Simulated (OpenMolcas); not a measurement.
**F+: from RASSCF to RASPT2**

```
Program             : OpenMolcas
Basis               : ANO-RCC-VTZP [4s3p2d1f]
Scalar Hamiltonian  : DKH2, point nucleus
Active space        : 6 electrons in 9 orbitals (RAS2 2s 2p; RAS3 3d, at most 2 electrons)
State averaging     : 2S+1 = 3 even, 3 roots; 2S+1 = 1 even, 6 roots; 2S+1 = 3 odd, 3 roots; 2S+1 = 1 odd, 3 roots
Spin-orbit coupling : state interaction with AMFI integrals over the reference wave functions, term energies averaged over their components
```

Methods on the same reference wave functions:
A. RASSCF
B. SS-RASPT2, IPEA 0.25 Eh, imaginary shift 0.1 Eh (closed shells correlated: 1s)
C. XMS-RASPT2, IPEA 0.25 Eh, imaginary shift 0.1 Eh (closed shells correlated: 1s)

Energies in eV above 2s² 2p⁴ ³P₂, the measured ground level; measured values from NIST Handbook of Basic Atomic Spectroscopic Data.

| Level | A | B | C | Measured |
| --- | --- | --- | --- | --- |
| 2s² 2p⁴ ³P₂ | 0.0000 | 0.0000 | 0.0000 | 0.0000 |
| 2s² 2p⁴ ³P₁ | 0.0399 | 0.0399 | 0.0399 | 0.0423 |
| 2s² 2p⁴ ³P₀ | 0.0591 | 0.0591 | 0.0591 | 0.0607 |
| 2s² 2p⁴ ¹D₂ | 2.7446 | 2.619 | 2.631 | 2.5880 |
| 2s² 2p⁴ ¹S₀ | 5.8232 | 5.614 | 5.665 | 5.5691 |
| 2s 2p⁵ ³P°₂ | 20.8814 | 20.533 | 20.523 | 20.4323 |
| 2s 2p⁵ ³P°₁ | 20.9198 | 20.571 | 20.561 | 20.4706 |
| 2s 2p⁵ ³P°₀ | 20.9392 | 20.590 | 20.581 | 20.4920 |
| 2s 2p⁵ ¹P°₁ | 30.3289 | 29.536 | 29.524 |  |

Deviations, from unrounded energies. A percentage is the sum of absolute deviations over the sum of measured energies, with the sign that they share, or ± where signs differ.

| Against measurement | Levels | A | B | C |
| --- | --- | --- | --- | --- |
| mean absolute deviation (cm-1) | 7 | 2000 | 440 | 480 |
| fine structure of the ground term (%) | 2 | -3.9 | -3.9 | -3.9 |
| other terms of the ground configuration (%) | 2 | +5.0 | +0.9 | +1.7 |
| other configurations (%) | 3 | +2.2 | +0.5 | +0.4 |

B lies closest to measurement on these levels and A furthest from it. The largest miss of B in the table is 2s 2p⁵ ³P°₁, by +810 cm-1. The ranking rests on the paired levels alone, and a cruder setting can come out closer through cancelling errors.

Between B and C the level of the table that moves most is 2s² 2p⁴ ¹S₀, by 410 cm-1 (lowest in B, highest in C). Moves below CASPT2's spread within the term are not significant.

The mean deviations of B to C differ by less than CASPT2's widest spread within a term (400 cm-1), so their order carries little weight.

From A to B the spin-free energies of the other terms of 2s² 2p⁴ shown, above ³P, scale by factors of 0.95 to 0.96.

The lowest spin-free term lies below A's lowest term by 0.088 hartree in B, 0.090 hartree in C.

CASPT2 breaks the degeneracy within a term, and the mean is taken; among the terms shown or strongly mixed into the levels shown the widest spread is 400 cm-1 (2s² 2p⁴ ¹D, C). Active for correlation alone: 3d; no level in the range computed is led by a configuration that fills it, so any true level of that kind is missing. Without dynamic correlation excited terms often stand tens of per cent too high (terms of higher spin than the ground term too low), and those without a measured partner can miss by more than the paired ones (holds for A). Measured partners are found by configuration, term and J. A level has none where our copy of the source lacks it or the pairing is in doubt (some pairs that miss far off the trend of their configuration count as doubtful), and it then counts in no deviation. Levels of configurations outside the active space are missing.

° marks odd parity.
